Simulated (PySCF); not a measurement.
BFH₂O, SMILES OBF. Heavy atoms are numbered as in [BH:1]([F:3])[OH:4]. Hydrogens are named by the atom that carries them.

Geometry: B3LYP-D3(BJ)/def2-TZVP. Other conformers were not sampled.

All values below come from PySCF with HF/pcSseg-2.

GIAO shieldings, no solvent; atoms alike by connectivity are averaged. δ = σ(ref) − σ: ¹¹B against BF3 (σ = 104.0 ppm); ¹H against TMS (σ = 31.98 ppm); ¹⁹F against CFCl3 (σ = 237.3 ppm); ¹⁷O against H2O (σ = 326.0 ppm), references at their B3LYP-D3(BJ)/def2-TZVP geometries, non-relativistic.

### Question
Estimate the chemical shifts. (The exact figures need the calculation; the answer reports its results.)

### Answer

| nucleus | atoms | count | δ (ppm) |
|---|---|---|---|
| ¹¹B | B1 (BH) | 1 | 15.4 |
| ¹H | H on O4 | 1 | 4.86 |
| ¹H | H on B1 | 1 | 4.30 |
| ¹⁹F | F3 | 1 | -65.7 |
| ¹⁷O | O4 (OH) | 1 | 118.1 |
